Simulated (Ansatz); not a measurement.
Reaction (hydrogenolysis of a C–C bond): `F/C=C(\[SiH3])CF` + H₂ → `F/C=C/[SiH3]` + `CF`

Program: Ansatz. Geometries: PBE0-D4/def2-TZVP. ΔE: electronic, gas phase. CBS: MP2 limit from def2 TZ/QZ plus the TZ coupled-cluster correction, frozen cores. This one scheme is used for every species. Double bonds are as drawn, so ΔE can hold a change between cis and trans. Functionals use def2-TZVPP. B3LYP here is the variant with VWN-RPA as its local correlation; programs differ in this. Each species was taken in one conformer, which may not be the lowest.

**Question.** Is it downhill or uphill in electronic energy at CCSD(T)/CBS, and by how much? (Estimate.)

**Answer.** Computed: Downhill: ΔE = -0.54 eV.

**Question.** What do these levels give: PBE0-D4, ωB97M-V, PBE, r2SCAN, PBE0, B3LYP, HF/def2-TZVPP, MP2/def2-TZVPP, MP2/def2-QZVPP, SCS-MP2/def2-QZVPP, MP2/CBS(def2), CCSD/CBS(def2)? (Best estimate.)

**Answer.** The calculation gave: PBE0-D4 -0.53, ωB97M-V -0.52, PBE -0.55, r2SCAN -0.51, PBE0 -0.59, B3LYP -0.66, HF/def2-TZVPP -0.81, MP2/def2-TZVPP -0.50, MP2/def2-QZVPP -0.51, SCS-MP2/def2-QZVPP -0.57, MP2/CBS(def2) -0.50, CCSD/CBS(def2) -0.59 eV.

Largest T1 diagnostic among the species: 0.012.

The D4 term adds +0.12 eV with B3LYP and +0.06 eV with PBE0; it sums over pairs of atoms, weighted by their polarisabilities, and B3LYP, whose exchange is more repulsive, gets the larger term. In def2-TZVPP, CCSD(T) changes the Hartree–Fock value by +0.27 eV (the triples alone add +0.05 eV) and MP2 by +0.30 eV. From PBE to PBE0 (25 % exact exchange), in def2-TZVPP and without D4, ΔE moves by −0.04 eV.
